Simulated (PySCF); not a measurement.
These 7 structures share the formula [C9H16P]+ (charge +1). Theory: PySCF 2.14.0, PBE0-D3(BJ)/def2-SVP geometry optimisation, gas phase. One conformer each; no zero-point energy, no entropy. No frequencies were run at this level. Point groups hold within 0.08 Å.

Question: Order them by energy at this level, lowest first, and give relative energies in kcal/mol.
A. `[PH+]1(C=CCC=C1)C(C)(C)C`
B. `[CH2:1]=[CH:2][P@@+:3]([CH3:4])(/[CH:5]=[CH:6]\[CH3:7])[CH:8]1[CH2:9][CH2:10]1` (charge +1) with C1–C2–P3–C4 -107°, C2–P3–C5–C6 64°, C2–P3–C8–C9 159°
C. `[CH:1]#[C:2][CH2:3][P@H+:4]([CH2:5][CH2:6][CH3:7])[CH:8]1[CH2:9][CH2:10]1` (charge +1) with C2–C3–P4–C5 -59°, C3–P4–C5–C6 179°, P4–C5–C6–C7 -63°, C3–P4–C8–C9 -146°
D. `[CH3:1][CH2:2][C:3]1=[CH:4][PH2+:5][CH:6]=[C:7]1[CH:8]([CH3:9])[CH3:10]` (charge +1) with C1–C2–C3–C4 4°, C6–C7–C8–C9 -97°
E. `[CH:1]#[C:2][CH2:3][P@H+:4]1[C@H:5]([CH2:6][CH3:7])[C@@H:8]1[CH2:9][CH3:10]` (charge +1) with C2–C3–P4–C5 -144°, P4–C5–C6–C7 -159°, C5–C8–C9–C10 -159°
F. `[CH:1]#[C:2][CH2:3][P@@+:4]([CH3:5])([CH2:6][CH3:7])[CH2:8][CH:9]=[CH2:10]` (charge +1) with C2–C3–P4–C5 60°, C3–P4–C6–C7 179°, C3–P4–C8–C9 -64°, P4–C8–C9–C10 99°
G. `[CH3:1][C:2]1=[CH:3][P@+:4]([CH3:5])([CH:6]2[CH2:7][CH2:8]2)[CH2:9][CH2:10]1` (charge +1) with C3–P4–C6–C7 167°

Answer: G (0.0), A (8.9), D (24.6), B (32.3), F (44.0), C (58.5), E (72.2).

| SMILES | E (Eh) | E rel (kcal/mol) | dipole about centre of mass (D) | point group | A, B, C (MHz) |
| --- | --- | --- | --- | --- | --- |
| CC1=C[P@+](C)(C2CC2)CC1 | -692.81952 | 0.0 | 0.97 | C1 | 2204, 694.5, 674.1 |
| CC(C)(C)[PH+]1C=CCC=C1 | -692.80526 | 8.9 | 1.55 | near Cs | 2031, 839.7, 740.6 |
| CCC1=C[PH2+]C=C1C(C)C | -692.78039 | 24.6 | 4.20 | C1 | 1233, 977.5, 606.5 |
| C=C[P@@+](C)(/C=C\C)C1CC1 | -692.76800 | 32.3 | 0.78 | C1 | 1396, 913.3, 759.3 |
| C#CC[P@@+](C)(CC)CC=C | -692.74947 | 44.0 | 2.29 | C1 | 1339, 931.1, 668.7 |
| C#CC[P@H+](CCC)C1CC1 | -692.72624 | 58.5 | 1.10 | C1 | 1239, 857.4, 567.9 |
| C#CC[P@H+]1[C@H](CC)[C@@H]1CC | -692.70441 | 72.2 | 1.51 | C1 | 1702, 666.0, 509.6 |

Q: How do the relative energies change in single points at PBE0/pcSseg-1 (no added dispersion term) on the same geometries?

A: 
| SMILES | PBE0-D3(BJ)/def2-SVP (kcal/mol) | PBE0/pcSseg-1 (kcal/mol) | shift |
| --- | --- | --- | --- |
| CC1=C[P@+](C)(C2CC2)CC1 | 0.0 | 0.0 | 0.0 |
| CC(C)(C)[PH+]1C=CCC=C1 | 8.9 | 9.2 | +0.3 |
| CCC1=C[PH2+]C=C1C(C)C | 24.6 | 23.5 | -1.1 |
| C=C[P@@+](C)(/C=C\C)C1CC1 | 32.3 | 31.0 | -1.3 |
| C#CC[P@@+](C)(CC)CC=C | 44.0 | 42.0 | -2.0 |
| C#CC[P@H+](CCC)C1CC1 | 58.5 | 56.6 | -1.9 |
| C#CC[P@H+]1[C@H](CC)[C@@H]1CC | 72.2 | 68.9 | -3.3 |

Each column counts from its own lowest isomer. The order is unchanged; the largest shift is 3.3 kcal/mol.
